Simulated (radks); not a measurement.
Task: In3+, 46 electrons, occupied as [Kr] 4d10 (the NIST ground configuration). Method: Dirac Kohn-Sham, PBE, spin-unpolarised, spherical densities, point nucleus; computed with a radial shooting solver on a logarithmic mesh with Libxc functionals.

Spin-orbit splittings of the eigenvalues, e(l+1/2) - e(l-1/2), with zeta = 2 splitting/(2l+1) and mean radii in bohr:

shell  occ.  splitting (eV)  zeta (eV)  <r> j=l-1/2  <r> j=l+1/2
2p        6           210.9      140.6       0.1085       0.1137
3p        6           38.09      25.39       0.3394       0.3505
3d       10           7.804      3.121       0.3223       0.3258
4p        6           6.653      4.435       0.9003       0.9302
4d       10               ?          ?        1.142        1.156
5p        0          0.7413     0.4942        2.559        2.627

Estimate the 4d splitting.

Result: 0.8873 eV (zeta = 0.3549 eV).
